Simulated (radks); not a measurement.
Coherent X-ray form factor from a spherical all-electron density. Calculated with a radial shooting solver on a logarithmic mesh with Libxc functionals: Dirac Kohn-Sham, PBE, spin-unpolarised, spherical densities, finite nucleus; Fermi nuclear charge, rms radius of each element as measured or else 0.836 A^(1/3) + 0.57 fm.

sin(theta)/lambda (1/angstrom),f0 (electrons)
0.05,13.441
0.1,12.157
0.15,10.800
0.2,9.694
0.25,8.863
0.3,8.222
0.4,7.183
0.5,6.222
0.6,5.299
0.8,3.749
1,2.709
1.25,1.975
1.5,1.603
2,1.265

The species is in the configuration that NIST lists as its ground one. Which atom or ion scatters so?

Answer. Neutral silicon, [Ne] 3s2 3p2. Extrapolating in s^2 from the first two rows gives f0(0) = 13.9, near the electron count 14; among species with that count, the fall with angle is slower the higher Z, and the table is that of Z = 14; from so few rows the species is fixed only to a neighbour or two.
